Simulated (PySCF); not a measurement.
## Spinor energies of In (indium, neutral)

Start: [Kr] 4d10 5s1 5p1 5d1; 5s1/2 filled at m_j = +1/2; 5p3/2 filled at m_j = +3/2; 5d5/2 filled at m_j = +5/2. Calculated with PySCF 2.14 in x2c-TZVPall-2c with one added diffuse shell each of s, p, d, f type (9s10p6d3f, 90 functions): generalised Hartree-Fock with the X2C-1e Hamiltonian and a Gaussian nucleus; one run each with spin-orbit coupling (SO) switched off, then screened by Boettger's factors. This is a chosen level, not necessarily the ground level.

```json
{"spinor shell": "1s1/2", "electrons": "2", "ε, spin-free (eV)": "-28086.1", "ε, screened SO (eV)": "-28083.8", "weight of nominal j (screened SO)": "1.000", "rms radius, screened SO (bohr)": "0.0340"}
{"spinor shell": "2s1/2", "electrons": "2", "ε, spin-free (eV)": "-4299.9", "ε, screened SO (eV)": "-4299.3", "weight of nominal j (screened SO)": "1.000", "rms radius, screened SO (bohr)": "0.139"}
{"spinor shell": "2p1/2", "electrons": "2", "ε, spin-free (eV)": "-3852.8", "ε, screened SO (eV)": "-3999.1", "weight of nominal j (screened SO)": "1.000", "rms radius, screened SO (bohr)": "0.120"}
{"spinor shell": "2p3/2", "electrons": "4", "ε, spin-free (eV)": "-3852.8", "ε, screened SO (eV)": "-3786.0", "weight of nominal j (screened SO)": "1.000", "rms radius, screened SO (bohr)": "0.125"}
{"spinor shell": "3s1/2", "electrons": "2", "ε, spin-free (eV)": "-858.58", "ε, screened SO (eV)": "-858.48", "weight of nominal j (screened SO)": "1.000", "rms radius, screened SO (bohr)": "0.371"}
{"spinor shell": "3p1/2", "electrons": "2", "ε, spin-free (eV)": "-708.56", "ε, screened SO (eV)": "-735.90", "weight of nominal j (screened SO)": "1.000", "rms radius, screened SO (bohr)": "0.365"}
{"spinor shell": "3p3/2", "electrons": "4", "ε, spin-free (eV)": "-708.56", "ε, screened SO (eV)": "-696.10", "weight of nominal j (screened SO)": "1.000", "rms radius, screened SO (bohr)": "0.376"}
{"spinor shell": "3d3/2", "electrons": "4", "ε, spin-free (eV)": "-476.25", "ε, screened SO (eV)": "-481.01", "weight of nominal j (screened SO)": "1.000", "rms radius, screened SO (bohr)": "0.350"}
{"spinor shell": "3d5/2", "electrons": "6", "ε, spin-free (eV)": "-476.25", "ε, screened SO (eV)": "-473.05", "weight of nominal j (screened SO)": "1.000", "rms radius, screened SO (bohr)": "0.353"}
{"spinor shell": "4s1/2", "electrons": "2", "ε, spin-free (eV)": "-148.80", "ε, screened SO (eV)": "-148.85", "weight of nominal j (screened SO)": "1.000", "rms radius, screened SO (bohr)": "0.908"}
{"spinor shell": "4p1/2", "electrons": "2", "ε, spin-free (eV)": "-101.89", "ε, screened SO (eV)": "-106.74", "weight of nominal j (screened SO)": "1.000", "rms radius, screened SO (bohr)": "0.971"}
{"spinor shell": "4p3/2", "electrons": "4", "ε, spin-free (eV)": "-101.89", "ε, screened SO (eV)": "-99.774", "weight of nominal j (screened SO)": "1.000", "rms radius, screened SO (bohr)": "1.000"}
{"spinor shell": "4d3/2", "electrons": "4", "ε, spin-free (eV)": "-32.045", "ε, screened SO (eV)": "-32.688", "weight of nominal j (screened SO)": "0.974", "rms radius, screened SO (bohr)": "1.26"}
{"spinor shell": "4d5/2", "electrons": "6", "ε, spin-free (eV)": "-32.045", "ε, screened SO (eV)": "-31.730", "weight of nominal j (screened SO)": "0.983", "rms radius, screened SO (bohr)": "1.27"}
{"spinor shell": "5s1/2", "electrons": "1", "ε, spin-free (eV)": "-15.816", "ε, screened SO (eV)": "-15.839", "weight of nominal j (screened SO)": "0.999", "rms radius, screened SO (bohr)": "2.74"}
{"spinor shell": "5p3/2", "electrons": "1", "ε, spin-free (eV)": "-9.034", "ε, screened SO (eV)": "-8.912", "weight of nominal j (screened SO)": "1.000", "rms radius, screened SO (bohr)": "3.63"}
{"spinor shell": "5d5/2", "electrons": "1", "ε, spin-free (eV)": "-1.769", "ε, screened SO (eV)": "-1.782", "weight of nominal j (screened SO)": "1.000", "rms radius, screened SO (bohr)": "7.08"}
```

```csv
quantity,spin-free,screened SO
E (hartree),-5877.34065,-5878.61885
M_J,9/2,9/2
⟨J²⟩,24.758,24.758
⟨L²⟩,12.006,12.022
⟨S²⟩,3.752,3.769
```

Each row is a mean over spinors that exchange with the open shell spreads, by up to 0.469 eV (4d5/2).

Breit and QED terms are absent; they matter most for the inner s and p1/2 levels.

Densities and radii are taken from the X2C orbitals without a picture-change correction, which distorts them close to the nucleus.

Without spin-orbit coupling the j labels of p, d and f shells carry no meaning; the spin-free column gives the mean over the occupied spinors of each nl shell.
